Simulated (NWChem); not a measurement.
BN$_{2}$H$_{4}$F; SMILES FB(N)N

```xyz
8

B      0.0000     0.0000    -0.0186
F      0.0000     0.0000    -1.3688
N     -1.2511     0.0000     0.6366
H     -2.1136     0.0000     0.1123
H     -1.3715     0.0000     1.6376
N      1.2511     0.0000     0.6366
H      1.3715     0.0000     1.6376
H      2.1136     0.0000     0.1123
```
Atoms are numbered in this order, from 1.

Results from NWChem. Pople sets run with spherical d functions. The geometry was optimised at PBE0/def2-SVP.

For level RPBE/6-31G*:

```
Quantity                     Result
---------------------------  ------
highest occupied level (eV)   -5.03
orbital gap (eV)               6.56
```

Q: What are these values for level LC-wPBE (HJS exchange hole, range parameter 0.4 per bohr)/6-31G*?

A: 
| Quantity | Result |
|---|---|
| highest occupied level (eV) | -9.55 |
| orbital gap (eV) | 14.62 |
